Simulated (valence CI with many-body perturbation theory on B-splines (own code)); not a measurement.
**E1 transitions of O III**

Calculated by valence CI with perturbative core correlation (CI+MBPT): four valence electrons over a frozen Dirac-Fock core [He], a basis of 11 s, 11 p, 10 d, 8 f, 5 g, 2 h functions for each j, with the one-electron correlation potential Σ1, the two-electron term Σ2, the three-electron term Σ3, Breit, model QED; selected CI, second order for the rest, scaled by the run's own slope (own B-spline code, finite nucleus).

Set against measurement, 32 paired levels are off by 133 cm⁻¹ on average, the worst by 418. These come from a selection out of Moore, Selected Tables of Atomic Spectra, NSRDS-NBS 3, section 11. Levels without a partner in it may be off by more. Among the levels kept, up to 2100 cm⁻¹ of a level comes from second order outside the variational space, and about a tenth of that is noise between levels of different J, which matters for small intervals.

Lines 201 to 250 of 563 in falling wavelength, among levels below 418922 cm⁻¹, chosen from the strongest by gf and those to the six lowest levels. Wavelengths and rates use the calculated energies, so an error of 100 cm⁻¹ moves a line at 560.4 nm by 0.56 % and its rate by three times that or more. Electric multipoles are in the length gauge, E1 and E2 with the static RPA response of the core. Weak lines are less certain than strong ones. Lines between different terms over intervals too small for the method are left out, as are lines whose strength nearly cancels. Where a level lies close to another of its J and parity, the split of strength between their lines is uncertain. The highest levels of a list are the least certain.

Names give the largest LS component (configuration and term), which can be under half, so a name can repeat, a term be missing and a line seem to break the LS rules; names also repeat where a configuration has a term twice. Letters in brackets count levels of one name in rising energy.

```
λ vac (nm)              Upper          Lower   A (s⁻¹)  S (a.u.) with core polarisation  S without
     759.5       2s²2p6f ³D_1  2s²2p5d ³P°_0  2.48e+07                         1.61e+01   1.61e+01
     759.3       2s²2p6f ³D_1  2s²2p5d ³P°_1  2.31e+07                         1.50e+01   1.50e+01
     759.3       2s²2p6f ¹D_2  2s²2p5d ³P°_1  1.03e+07                         1.11e+01   1.11e+01
     753.8   2s²2p6f ³F_4 [b]  2s²2p5d ³D°_3  2.87e+07                         5.45e+01   5.45e+01
     750.0       2s²2p4p ³P_1  2s²2p4s ³P°_2  2.43e+07                         1.52e+01   1.52e+01
     749.6       2s²2p6f ³D_3  2s²2p5d ³D°_3  1.05e+07                         1.53e+01   1.53e+01
     747.9       2s²2p6f ³G_3  2s²2p5d ³D°_2  1.70e+07                         2.46e+01   2.46e+01
     743.9       2s²2p4p ³P_2  2s²2p4s ³P°_2  3.93e+07                         3.99e+01   3.99e+01
     741.3       2s²2p4p ³P_0  2s²2p4s ³P°_1  5.34e+07                         1.07e+01   1.07e+01
     733.1       2s²2p6f ¹F_3  2s²2p5d ¹D°_2  1.67e+07                         2.28e+01   2.28e+01
     730.4      2s²2p6s ¹P°_1   2s²2p5p ¹P_1  2.28e+07                         1.32e+01   1.32e+01
     728.5       2s²2p4p ³P_2  2s²2p4s ³P°_1  1.29e+07                         1.23e+01   1.23e+01
     727.3       2s²2p4p ³P_1  2s²2p4s ³P°_0  1.69e+07                         9.60e+00   9.60e+00
     726.4   2s²2p6f ³F_4 [a]  2s²2p5d ³F°_3  2.76e+07                         4.69e+01   4.69e+01
     719.8   2s²2p6f ³F_4 [b]  2s²2p5d ³F°_4  7.26e+06                         1.20e+01   1.20e+01
     718.8       2s²2p6f ¹F_3  2s²2p5d ³F°_2  1.78e+07                         2.29e+01   2.29e+01
     718.3       2s²2p6f ³F_3  2s²2p5d ³F°_2  2.32e+07                         2.97e+01   2.97e+01
     715.6       2s²2p6f ³G_5  2s²2p5d ³F°_4  4.65e+07                         9.25e+01   9.25e+01
     715.3       2s²2p6f ³G_3  2s²2p5d ¹D°_2  2.02e+07                         2.55e+01   2.55e+01
     709.4   2s²2p6f ³F_4 [b]  2s²2p5d ³F°_3  9.35e+06                         1.48e+01   1.48e+01
     702.7       2s²2p6f ¹G_4  2s²2p5d ³F°_3  8.59e+06                         1.32e+01   1.32e+01
     656.1       2s²2p4p ¹S_0  2s²2p4s ¹P°_1  7.14e+07                         9.95e+00   9.95e+00
     648.4      2s²2p4d ¹P°_1   2s²2p4p ¹P_1  3.64e+07                         1.47e+01   1.47e+01
     612.2       2s²2p5p ³S_1  2s2p²3p ³P°_2  2.86e+07                         9.73e+00   9.73e+00
     605.7       2s2p²3s ³D_3  2s²2p4d ³F°_4  2.30e+07                         1.76e+01   1.76e+01
     601.3       2s2p²3s ³D_2  2s²2p4d ³F°_3  2.43e+07                         1.30e+01   1.30e+01
     596.6       2s2p²3s ³D_1  2s²2p4d ³F°_2  2.38e+07                         7.48e+00   7.48e+00
     593.6       2s²2p5p ¹D_2  2s²2p4d ¹F°_3  2.97e+07                         1.53e+01   1.53e+01
     586.2       2s²2p5p ³P_2  2s²2p4d ¹F°_3  1.93e+07                         9.57e+00   9.57e+00
     560.4       2s²2p3p ¹P_1  2s²2p3s ¹P°_1  3.06e+07                         7.97e+00   7.97e+00
     545.6       2s²2p5p ¹P_1  2s²2p4d ¹D°_2  4.34e+07                         1.04e+01   1.04e+01
     541.6       2s²2p5p ³P_1  2s²2p4d ³D°_2  3.44e+07                         8.09e+00   8.09e+00
     539.6       2s²2p5p ³P_2  2s²2p4d ³D°_3  2.50e+07                         9.71e+00   9.71e+00
     527.0      2s²2p3d ¹P°_1   2s²2p3p ¹S_0  3.53e+07                         7.66e+00   7.65e+00
     488.4       2s²2p5p ³D_3  2s²2p4d ³F°_4  1.80e+07                         7.24e+00   7.24e+00
     485.3       2s²2p5p ³D_2  2s²2p4d ³F°_3  2.28e+07                         6.42e+00   6.42e+00
     461.3      2s²2p5s ³P°_2   2s²2p4p ³P_2  6.26e+07                         1.52e+01   1.52e+01
     457.8      2s²2p5s ¹P°_1   2s²2p4p ¹D_2  1.21e+08                         1.72e+01   1.72e+01
     455.7      2s²2p5g ³G°_3   2s²2p4f ³D_2  4.38e+07                         1.43e+01   1.43e+01
     455.5  2s²2p5g ³F°_4 [a]   2s²2p4f ³D_3  4.57e+07                         1.92e+01   1.92e+01
     451.0  2s²2p5g ³G°_5 [a]   2s²2p4f ³G_4  8.22e+07                         4.09e+01   4.09e+01
     450.1  2s²2p5g ³H°_4 [a]   2s²2p4f ³G_3  7.93e+07                         3.21e+01   3.21e+01
     449.4      2s²2p5g ³F°_3   2s²2p4f ¹D_2  2.93e+08                         9.18e+01   9.18e+01
     449.3  2s²2p5g ³G°_5 [b]   2s²2p4f ¹G_4  1.40e+07                         6.88e+00   6.88e+00
     449.1      2s²2p5g ³F°_2   2s²2p4f ³D_1  2.63e+08                         5.88e+01   5.88e+01
     448.9  2s²2p5g ³H°_4 [b]   2s²2p4f ¹G_4  2.07e+07                         8.34e+00   8.34e+00
     447.7  2s²2p5g ³G°_5 [b]   2s²2p4f ³G_5  2.70e+07                         1.32e+01   1.32e+01
     447.7      2s²2p5g ¹F°_3   2s²2p4f ³D_2  2.42e+08                         7.51e+01   7.51e+01
     447.4  2s²2p5g ³F°_4 [b]   2s²2p4f ³D_3  2.60e+08                         1.03e+02   1.03e+02
     447.4      2s²2p5g ¹H°_5   2s²2p4f ¹G_4  3.22e+08                         1.57e+02   1.57e+02
```
